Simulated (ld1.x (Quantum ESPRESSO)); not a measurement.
## sulfur: one change to an ultrasoft potential, before and after

S (Z = 16), ultrasoft, made with ld1.x (Quantum ESPRESSO) 7.5 (PBE, scalar-relativistic). Core [Ne], reference 3s2 3p3.5 (charge +0.5). Waves: 3s (bound): rcut 1.30, rcutus 1.45 bohr; 3s channel at 2.2 Ry: rcut 1.30, rcutus 1.45 bohr; 3p (bound): rcut 1.50, rcutus 1.80 bohr; 3p channel at 0.15 Ry: rcut 1.50, rcutus 1.80 bohr. Local part: all-electron potential smoothed inside 1.10 bohr (lloc = -1). Core correction: none. Augmentation charge: PSQ, inside the norm-conserving radii.

All-electron outer shells of the reference configuration (PBE, scalar-relativistic, ld1.x):

```csv
shell,level (eV),outermost node (bohr),outermost maximum (bohr)
3s,-22.24,0.60,1.40
3p,-11.70,0.58,1.57
```

Change: waves 3p (bound): rcut 1.50, rcutus 2.62 bohr; 3p channel at 0.15 Ry: rcut 1.50, rcutus 2.62 bohr.

Cutoffs: the cutoffs (Ry, on a coarse ladder) from which the occupation-weighted sum of valence levels, in a spherical-Bessel basis at the reference potential, stays within 10 and 1 mRy of its value at 400 Ry; they do not see the model core or the augmentation charge, which bear on the density cutoff. Errors are all-electron minus pseudo energies relative to the spin-unpolarised reference configuration.

Predict the effect on cutoff, ghosts and configuration errors.

The potential gets softer (18 Ry and 30 Ry → 15 Ry and 21 Ry); the number of tests with a reliable result goes from 7 to 5 (the test run of the changed file stopped, so its transferability is not established); of the 5 tests that both files solve, the error grows in 5 and shrinks in 0 by more than 15 % and 0.3 meV (median size 0.4 → 3.5 meV); neither file shows a bound ghost. A larger radius leaves more room for a smooth pseudo-wave, so fewer plane waves are needed. More of the atom is replaced by a form fitted at one configuration, so other configurations suffer.

```tsv
quantity	base	changed
cutoff, loose	18 Ry	15 Ry
cutoff, tight	30 Ry	21 Ry
loose cutoff by channel (10 mRy a level)	s 12 Ry, p 15 Ry	s 12 Ry, p 8 Ry
bound ghosts	none	none
tests with a reliable result	7 of 7	5 of 7 (the test run stopped)
error for 3s2 3p4, meV [ΔE -4.66 eV]	+0.2	+1.7
error for 3s2 3p3, meV [ΔE 7.11 eV]	-0.5	+1.7
error for 3s2 3p2, meV [ΔE 29.39 eV]	+0.4	+27
error for 3s2 3p1, meV [ΔE 63.43 eV]	+19	+107
error for 3s2 3p4.3, meV [ΔE -6.37 eV]	+0.3	+3.5
lowest overlap eigenvalue by channel	s 0.44, p 0.79	s 0.44, p 0.05
```
